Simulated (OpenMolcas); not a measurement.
Ru5+: ligand-field states by method

Ru5+ with 6 ligands (fluoride) in octahedral coordination (Oh) at 1.88 Å. A charge of +0.167 e stands 3.2 Å behind each ligand. Ligand basis ANO-RCC-VDZP.

- Program: OpenMolcas 26.06
- Basis: ANO-RCC-VDZP [6s5p3d1f]
- Scalar Hamiltonian: DKH2, point nucleus
- Active space: 3 electrons in 5 orbitals (4d)
- State averaging: 2S+1 = 4 even, 10 roots; 2S+1 = 2 even, 40 roots
- Spin-orbit coupling: RASSI with atomic mean-field integrals over the reference wave functions

I. CASSCF
II. SS-CASPT2, IPEA 0.25 Eh, imaginary shift 0.1 Eh (closed shells correlated: 4s 4p and the ligand valence shells)

Spin-free states (labels of O, the rotations of Oh) in cm-1, each column counted from its own energy of the first state listed:

```tsv
State	Degeneracy	I	II
4A2	1	0	0
2E	2	14212	10070
2T1	3	15459	9460
2T2	3	23287	16200
4T2	3	34818	36560
4T1	3	43266	42570
2A1	1	45883	41730
2S+1 = 2	3	47351	44000
2S+1 = 2	3	48298	44850
2E	2	50208	45100
```

From I to II, I's first state of the same spin (4T2) moves from 34818 to 36560 cm-1, by about +1700 cm-1.

From I to II, I's first state of another spin (2E) moves from 14212 to 10070 cm-1, by about -4100 cm-1. In II another state of that kind comes below it.

I: A least-squares ligand-field fit to the states below 45000 cm-1, each weighted by its degeneracy and with a free common offset, gives 10Dq = 34766 cm-1, B = 773 cm-1 and C = 2859 cm-1 (C/B = 3.70), with an rms deviation of 189 cm-1. The same method and metal basis give the free ion B = 995 cm-1 (fit to its terms below 60000 cm-1, rms deviation 26 cm-1), so the nephelauxetic ratio is β = 773 / 995 = 0.78; it hangs on how both fits weigh the states, and computed free-ion B values tend to be too large, so β mixes covalency with correlation.

χT at 300 K: I 1.78, II 1.78 cm3 K/mol.

Roots that are degenerate in the reference are averaged as groups; the widest CASPT2 spread within a group is 340 cm-1 (the 2-fold group of multiplicity 2 near 45100 cm-1 above the lowest state of its run, II). Shifts and gaps below about the spread of the groups concerned are not significant. Over all roots computed the reference weight is 0.64 to 0.66 in II; a low but even weight reflects the number of correlated electrons. The least metal-like active orbital is 68 % on the metal (Löwdin) and no ligand orbital is active, so the numbers are rough. Ligand-to-metal charge-transfer states are missing. With no ligand orbital active B as a rule stays too high, so bands that hang on it stand too high and its fall with covalency is understated. Without dynamic correlation the repulsion within the d shell is too large (B by tens of per cent), so at a given field states of lower spin stand too high (holds for I). With metal d orbitals alone the field can be off either way by tens of per cent (holds for I). With one d shell and no ligand orbital active, 10Dq can be off by a tenth or more (holds for II). No measured value stands beside these numbers; the geometry was imposed, not optimised, and the real ion may take another.
